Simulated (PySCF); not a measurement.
PySCF 2.14 output of an unrestricted M06-L calculation on a single atom or ion in x2c-TZVPPall (11s7p7d3f1g, 97 functions), with scalar relativity by spin-free X2C-1e:

```
SCF conv_tol = 1e-09
number electrons alpha = 41  beta = 36
    Y. Zhao and D. G. Truhlar.,  J. Chem. Phys. 125, 194101 (2006)
    Y. Zhao and D. G. Truhlar.,  J. Chem. Phys. 125, 194101 (2006)
    Y. Zhao and D. G. Truhlar.,  Theor. Chem. Acc. 120, 215 (2008)
cycle= 1 E= -17828.8036995406  delta_E= -0.0197  |g|= 0.18  |ddm|= 0.518
cycle= 2 E= -17828.7949797037  delta_E= 0.00872  |g|= 0.217  |ddm|= 0.637
cycle= 3 E= -17828.8071394666  delta_E= -0.0122  |g|= 0.0274  |ddm|= 0.583
cycle= 4 E= -17828.8075668057  delta_E= -0.000427  |g|= 0.0255  |ddm|= 0.35
cycle= 5 E= -17828.8085025941  delta_E= -0.000936  |g|= 0.0104  |ddm|= 0.125
cycle= 6 E= -17828.8083882135  delta_E= 0.000114  |g|= 0.011  |ddm|= 0.0363
cycle= 7 E= -17828.8085725529  delta_E= -0.000184  |g|= 0.0045  |ddm|= 0.0642
cycle= 8 E= -17828.8085859621  delta_E= -1.34e-05  |g|= 0.00116  |ddm|= 0.0172
cycle= 9 E= -17828.8085873088  delta_E= -1.35e-06  |g|= 0.00126  |ddm|= 0.00632
cycle= 10 E= -17828.8085882614  delta_E= -9.53e-07  |g|= 0.00027  |ddm|= 0.002
cycle= 11 E= -17828.8085883122  delta_E= -5.08e-08  |g|= 5.31e-05  |ddm|= 0.00102
cycle= 12 E= -17828.8085883178  delta_E= -5.62e-09  |g|= 1.15e-05  |ddm|= 0.000444
cycle= 13 E= -17828.808588318  delta_E= -2.51e-10  |g|= 1.63e-06  |ddm|= 7.1e-05
converged SCF energy = -17828.808588318  <S^2> = 8.7529295  2S+1 = 6.0009764
```

The run itself started from symmetry-adapted Hartree-Fock orbitals and held the occupation by maximum overlap, on a logarithmic radial grid, so the iterations belong to that start.

Which element, charge and spin multiplicity is this?

Ir (iridium, neutral), multiplicity 6; the state was [Xe] 4f14 5d7 6s1 6p1, one real determinant (an excited configuration).

⟨L²⟩ = 13.95 against 20 for a pure G term, so this real determinant mixes terms. Spin-orbit coupling, absent here, splits the open shell strongly.
